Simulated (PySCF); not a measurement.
## Frontier levels across methods

C2H9BO.
Z-matrix (Å and degrees, PBE0-D3(BJ)/def2-SVP geometry), rows numbered from 1:
```
B 
O   1  1.6369
C   2  1.4208  1  114.00
C   2  1.4209  1  113.89  3   132.81
H   1  1.2272  2  104.13  3   -66.98
H   1  1.2192  2  103.46  3   173.09
H   1  1.2192  2  103.48  3    52.91
H   3  1.0997  2  109.03  1  -171.64
H   3  1.0949  2  106.80  1   -52.21
H   3  1.1021  2  110.19  1    66.84
H   4  1.1021  2  110.20  1   -67.50
H   4  1.0996  2  109.04  1   170.93
H   4  1.0949  2  106.77  1    51.52
```

Basis pcSseg-2 throughout (PySCF), one geometry. Isolated species at its PBE0-D3(BJ)/def2-SVP geometry, gas phase.

Task: How do the orbital energies, the gap and the dipole change with the method?

Result: 
```
   method                    kind  HOMO (eV)  LUMO (eV)  gap (eV)  μ (D)  SCF cycles
     OPBE                     GGA      -6.33      -0.34      5.99   4.68          14
     BLYP                     GGA      -6.36      -0.46      5.90   4.70          14
      PBE                     GGA      -6.42      -0.47      5.95   4.68          14
    B97-D                     GGA      -6.44      -0.32      6.12   4.71          14
      LDA                     LDA      -6.48      -0.65      5.82   4.68          14
      KT2                     GGA      -6.51      -0.49      6.03   4.61          14
     BP86                     GGA      -6.53      -0.38      6.15   4.69          14
      KT3                     GGA      -6.54      -0.61      5.93   4.63          14
    B97-2           global hybrid      -7.55       0.30      7.84   4.74          12
    B3LYP           global hybrid      -7.62      -0.04      7.58   4.75          12
     PBE0           global hybrid      -7.80       0.26      8.06   4.74          13
 mPW1PW91           global hybrid      -7.83       0.24      8.07   4.75          13
BHandHLYP           global hybrid      -9.15       0.76      9.91   4.81          12
CAM-B3LYP  range-separated hybrid      -9.27       0.92     10.19   4.80          12
  wB97X-D  range-separated hybrid      -9.75       1.94     11.70   4.80          12
  LC-wPBE  range-separated hybrid     -10.65       2.05     12.70   4.83          12
       HF            Hartree–Fock     -11.26       2.33     13.59   4.90           9
```

The HOMO spans 4.93 eV, from OPBE down to HF, and the gap runs from 5.82 eV (LDA) to 13.59 eV (HF). Over the methods OPBE (0 %), BLYP (0 %), PBE (0 %), B97-D (0 %), LDA (0 %), KT2 (0 %), BP86 (0 %), KT3 (0 %), B97-2 (21 %), B3LYP (20 %), PBE0 (25 %), mPW1PW91 (25 %), BHandHLYP (50 %), HF (100 %), a straight line through the gap against the share of exact exchange rises by 0.77 eV for each 10 % (correlation coefficient 0.999). The dipole ranges from 4.61 D (KT2) to 4.90 D (HF). This basis has no diffuse functions.

The vertical ΔSCF ionisation energy at CAM-B3LYP/def2-SVPD is 10.37 eV; −ε(HOMO) comes closest to it with LC-wPBE (10.65 eV).
